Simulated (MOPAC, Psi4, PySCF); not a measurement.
Torsional profile of C2H4F2, SMILES C(F)CF. Scanned: dihedral F1–C2–C3–F4; all other coordinates were relaxed at GFN2-xTB. Points at φ and −φ are mirror images. Heavy atoms are numbered in the order of the SMILES FCCF, hydrogens after them in the order of the atoms that carry them; the mirror image has the same energies with the sign of each dihedral reversed.

RMP2/3-21G = PySCF with restricted MP2 (frozen core)/3-21G // GFN2-xTB; PM7, restricted, heats of formation // GFN2-xTB (MOPAC); RKS-B3LYP/6-311+G** = restricted B3LYP/6-311+G**, spherical d, density fitting // GFN2-xTB in PySCF; MP2/cc-pVTZ = DF-MP2 (frozen core)/cc-pVTZ // GFN2-xTB run with Psi4 1.11.

Energies relative to the lowest point of each profile, in eV; the last columns give the difference from MP2:

| φ / ° | RMP2/3-21G | PM7 | RKS-B3LYP/6-311+G** | MP2/cc-pVTZ | RMP2/3-21G − MP2/cc-pVTZ | PM7 − MP2/cc-pVTZ | RKS-B3LYP/6-311+G** − MP2/cc-pVTZ |
|---|---|---|---|---|---|---|---|
| -150 | 0.061 | 0.023 | 0.065 | 0.071 | -0.011 | -0.048 | -0.006 |
| -120 | 0.119 | 0.034 | 0.100 | 0.118 | 0.001 | -0.084 | -0.018 |
| -90 | 0.032 | 0.006 | 0.018 | 0.026 | 0.007 | -0.020 | -0.008 |
| -60 | 0.023 | 0.005 | 0.000 | 0.000 | 0.023 | 0.005 | 0.000 |
| -30 | 0.221 | 0.057 | 0.178 | 0.180 | 0.041 | -0.123 | -0.002 |
| 0 | 0.362 | 0.096 | 0.316 | 0.323 | 0.039 | -0.227 | -0.007 |
| 30 | 0.221 | 0.057 | 0.178 | 0.180 | 0.041 | -0.123 | -0.002 |
| 60 | 0.023 | 0.005 | 0.000 | 0.000 | 0.023 | 0.005 | 0.000 |
| 90 | 0.032 | 0.006 | 0.018 | 0.026 | 0.007 | -0.020 | -0.008 |
| 120 | 0.119 | 0.034 | 0.100 | 0.118 | 0.001 | -0.084 | -0.018 |
| 150 | 0.061 | 0.023 | 0.065 | 0.071 | -0.011 | -0.048 | -0.006 |
| 180 | 0.000 | 0.000 | 0.020 | 0.017 | -0.017 | -0.017 | 0.004 |

RMP2/3-21G is furthest from MP2/cc-pVTZ at -30 (0.041 eV, above); its mean absolute difference over the points is 0.018 eV.

PM7 is furthest from MP2/cc-pVTZ at 0 (-0.227 eV, below); its mean absolute difference over the points is 0.067 eV.

RKS-B3LYP/6-311+G** is furthest from MP2/cc-pVTZ at -120 (-0.018 eV, below); its mean absolute difference over the points is 0.006 eV.
